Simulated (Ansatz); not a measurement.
## SnClF (SMILES [F][Sn][Cl]): methods side by side

The species is SnClF (3 atoms), meant as a singlet with charge 0. SMILES: `[F][Sn][Cl]`. Geometry: relaxed at PBE0-D4/def2-TZVP.

| atom | x (Å) | y (Å) | z (Å) |
| --- | --- | --- | --- |
| F | -1.3896 | 0.2231 | -0.7444 |
| Sn | 0.1643 | 0.8981 | 0.1907 |
| Cl | 1.2143 | -1.1860 | 0.5405 |

Each level gives the energy change with the F1–Sn2 bond stretched from 1.935 to 2.419 Å (eV). The values are calculated.

```json
{"level": "revPBE/STO-3G (restricted)", "kind": "GGA", "program": "Ansatz", "value (eV)": "1.68", "less FCI/STO-3G": "+0.02"}
{"level": "PBE0/STO-3G (restricted)", "kind": "global hybrid", "program": "Ansatz", "value (eV)": "2.05", "less FCI/STO-3G": "+0.39"}
{"level": "r2SCAN0/STO-3G (restricted)", "kind": "hybrid meta-GGA", "program": "Ansatz", "value (eV)": "2.16", "less FCI/STO-3G": "+0.50"}
{"level": "CAM-B3LYP/STO-3G (restricted)", "kind": "range-separated hybrid", "program": "Ansatz", "value (eV)": "2.22", "less FCI/STO-3G": "+0.56"}
{"level": "HSE06/STO-3G (restricted)", "kind": "range-separated hybrid", "program": "Ansatz", "value (eV)": "2.04", "less FCI/STO-3G": "+0.38"}
{"level": "BCCD(T)/STO-3G (restricted)", "kind": "coupled cluster or CI", "program": "Ansatz", "value (eV)": "1.78", "less FCI/STO-3G": "+0.12"}
{"level": "CCSDT(Q)/STO-3G (restricted)", "kind": "coupled cluster or CI", "program": "Ansatz", "value (eV)": "1.65", "less FCI/STO-3G": "-0.01"}
{"level": "CCSDT/STO-3G (restricted)", "kind": "coupled cluster or CI", "program": "Ansatz", "value (eV)": "1.67", "less FCI/STO-3G": "+0.01"}
{"level": "FCI/STO-3G", "kind": "exact in the basis", "program": "Ansatz", "value (eV)": "1.66", "less FCI/STO-3G": "0.00"}
```

FCI/STO-3G is exact within its basis and frozen core, so for wave-function methods in that basis the difference is their error; functionals converge differently with the basis, so for them it is only a difference. All-electron rows without a relativistic Hamiltonian named are non-relativistic. The first shape isn't each level's own minimum. The values span 1.65 to 2.22 eV. All rows use very small basis sets, so none should be taken for the real molecule's value. In the correlated wave-function rows the outer d shell of Sn is correlated, in sets not made for it.
